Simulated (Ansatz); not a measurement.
Consider the isomerisation: `CO[SiH2][AlH2]` → `[AlH2][O]C[SiH3]`.

Isolated molecules relaxed with PBE0-D4/def2-TZVP in Ansatz; ΔE leaves out vibrations. CCSD(T)/CBS is the MP2 limit (def2-TZVPP, def2-QZVPP) plus CCSD(T) − MP2 in def2-TZVPP, frozen cores. DFT in def2-TZVPP. One conformer a species, not always the lowest.

`CO[SiH2][AlH2]`:

Z-matrix (Å, degrees):
```
C
O 1 1.409
H 1 1.092 2 108.4
H 1 1.097 2 111.4 3 -119.4
H 1 1.097 2 111.4 3 119.4
Si 2 1.654 1 121.6 3 -179.6
Al 6 2.459 2 108.9 1 179.9
H 6 1.500 2 109.6 1 -57.1
H 6 1.500 2 109.5 1 56.9
H 7 1.588 6 122.1 2 -0.1
H 7 1.591 6 118.8 2 180.0
```

`[AlH2][O]C[SiH3]`:

Z-matrix (Å, degrees):
```
C
O 1 1.407
Si 1 1.891 2 109.8
H 1 1.097 2 109.4 3 120.3
H 1 1.100 2 112.1 3 -121.9
Al 2 1.691 1 133.6 3 110.9
H 3 1.489 1 108.8 2 -59.5
H 3 1.490 1 110.3 2 -179.2
H 3 1.486 1 110.4 2 59.9
H 6 1.584 2 118.4 1 2.8
H 6 1.576 2 116.1 1 -177.5
```

(1) Is it downhill or uphill in electronic energy at CCSD(T)/CBS, and by how much? (Estimate.)

(2) What do these levels give: PBE-QIDH, PBE, CCSD/def2-SVP, MP2/def2-TZVPP, CCSD/def2-TZVPP, HF/def2-QZVPP? (An estimate is asked.)

(3) What do rigid-rotor, harmonic-oscillator terms from PBE0-D4/def2-TZVP frequencies (298.15 K, 1 bar) make of the CCSD(T)/CBS value? (Estimate.)

Largest T1 diagnostic among the species: 0.013.

## Answers

(1) Computed: Downhill: ΔE = -41.8 kJ/mol.

(2) The calculation gave: PBE-QIDH -38.4, PBE -34.7, CCSD/def2-SVP -54.2, MP2/def2-TZVPP -49.2, CCSD/def2-TZVPP -40.8, HF/def2-QZVPP -36.7 kJ/mol.

(3) Ansatz gave: ΔZPE = -6.2 kJ/mol, ΔH = -49.5 kJ/mol, ΔS = -12 J/(mol·K), ΔG = -45.8 kJ/mol. Modes under 50 cm⁻¹ make the entropy rough.

At CCSD(T), def2-SVP lies −13.5 kJ/mol from the extrapolated value and def2-TZVPP −0.2 kJ/mol. In def2-TZVPP, CCSD(T) changes the Hartree–Fock value by −5.9 kJ/mol (the triples alone add −1.2 kJ/mol) and MP2 by −13.1 kJ/mol.
